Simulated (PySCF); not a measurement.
Scandium: a sound run and one with changed settings

Sound run: Sc [Ar] 3d1 4s2, Sc⁺ [Ar] 3d1 4s1. All numbers are calculated (PySCF 2.14, the spin-free X2C one-electron Hamiltonian (Gaussian nucleus), in jorge-DZP-DKH (8s6p2d1f, 43 functions)). In the sound run the correlated levels freeze [Ar]. The sound run starts from symmetry-adapted Hartree-Fock orbitals and uses a fine grid where one is needed.

Changed run: no relativity, point nucleus. This setting is unsound on purpose.

```tsv
species	method	sound run (hartree)	changed run (hartree)	converged
Sc	UHF	-763.26357	-759.00861	yes
Sc	B3LYP	-764.19533	-759.92033	yes
Sc	MP2	-763.28812	-759.03299	yes
Sc⁺	UHF	-763.06641	-758.81272	yes
Sc⁺	B3LYP	-763.95419	-759.68085	yes
Sc⁺	MP2	-763.06833	-758.81462	yes
```

Ionisation energy of Sc:

| method | sound run (eV) | changed run (eV) |
| --- | --- | --- |
| UHF | 5.365 | 5.330 |
| B3LYP | 6.562 | 6.517 |
| MP2 | 5.981 | 5.942 |
| SCS-MP2 | 6.102 | 6.063 |

Most of the change in total energy is the relativistic energy itself. On top of that the contraction fixes the core shape for the Hamiltonian it was made with, so the changed run is not a good calculation with the other Hamiltonian either.

For comparison, NIST gives 6.561 eV between the lowest levels.
